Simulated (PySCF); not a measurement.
# Correlation energy of Eu (europium, neutral)

[Xe] 4f7 5d1 6s1, high-spin 10D determinant (an excited configuration). Computed with PySCF 2.14 in cc-pVDZ-X2C (8s7p5d3f1g, 84 functions), with the spin-free X2C one-electron Hamiltonian (Gaussian nucleus). Frozen: [Kr] 4d10; 17 electrons correlated.

```tsv
level	correlation energy (mhartree)
CCSD	-446.51
(T)	-15.20
CCSD(T)	-461.71
```

Diagnostics: T1 = 0.019, D1 = 0.0709, largest double amplitude 0.034.

Spin-orbit coupling, absent here, splits the open shell strongly.

Cost of the coupled-cluster step: roughly 20 core-seconds, for 17 correlated electrons.

Iterations:

```
CC2 = 0
CCSD nocc = (np.int64(13), np.int64(4)), nmo = (61, 61)
frozen orbitals [[0, 1, 2, 3, 4, 5, 6, 7, 8, 9, 10, 11, 12, 13, 14, 15, 16, 17, 18, 19, 20, 21, 22], [0, 1, 2, 3, 4, 5, 6, 7, 8, 9, 10, 11, 12, 13, 14, 15, 16, 17, 18, 19, 20, 21, 22]]
max_cycle = 100
direct = 0
conv_tol = 1e-08
conv_tol_normt = 1e-06
diis_space = 8
diis_start_cycle = 0
Init t2, MP2 energy = -0.463606623802728
Init E_corr(UCCSD) = -0.463606623805285
cycle = 1  E_corr(UCCSD) = -0.42945775025152  dE = 0.0341488736  norm(t1,t2) = 0.0993946
cycle = 2  E_corr(UCCSD) = -0.446620101641551  dE = -0.0171623514  norm(t1,t2) = 0.0333036
cycle = 3  E_corr(UCCSD) = -0.445170332139516  dE = 0.0014497695  norm(t1,t2) = 0.0225859
cycle = 4  E_corr(UCCSD) = -0.446375594745101  dE = -0.00120526261  norm(t1,t2) = 0.00850532
cycle = 5  E_corr(UCCSD) = -0.446604523199518  dE = -0.000228928454  norm(t1,t2) = 0.00206949
cycle = 6  E_corr(UCCSD) = -0.446556232089391  dE = 4.82911101e-05  norm(t1,t2) = 0.000813851
cycle = 7  E_corr(UCCSD) = -0.446491494431855  dE = 6.47376575e-05  norm(t1,t2) = 0.000559489
cycle = 8  E_corr(UCCSD) = -0.446506306797257  dE = -1.48123654e-05  norm(t1,t2) = 0.000295616
cycle = 9  E_corr(UCCSD) = -0.446514627398339  dE = -8.32060108e-06  norm(t1,t2) = 0.000142771
cycle = 10  E_corr(UCCSD) = -0.446512285121075  dE = 2.34227726e-06  norm(t1,t2) = 8.50635e-05
cycle = 11  E_corr(UCCSD) = -0.446509230965594  dE = 3.05415548e-06  norm(t1,t2) = 5.03488e-05
cycle = 12  E_corr(UCCSD) = -0.446511502234249  dE = -2.27126866e-06  norm(t1,t2) = 2.49835e-05
cycle = 13  E_corr(UCCSD) = -0.446510498690287  dE = 1.00354396e-06  norm(t1,t2) = 1.5078e-05
cycle = 14  E_corr(UCCSD) = -0.44651046560145  dE = 3.30888371e-08  norm(t1,t2) = 6.71059e-06
cycle = 15  E_corr(UCCSD) = -0.446510547431928  dE = -8.18304785e-08  norm(t1,t2) = 2.47576e-06
cycle = 16  E_corr(UCCSD) = -0.446510489711303  dE = 5.77206256e-08  norm(t1,t2) = 1.55815e-06
cycle = 17  E_corr(UCCSD) = -0.446510526883002  dE = -3.71716993e-08  norm(t1,t2) = 4.28698e-07
cycle = 18  E_corr(UCCSD) = -0.446510536357062  dE = -9.4740602e-09  norm(t1,t2) = 2.0169e-07
UCCSD converged
E(UCCSD) = -10839.9963979501  E_corr = -0.4465105363570623
UCCSD(T) correction = -0.0152049863419773
```
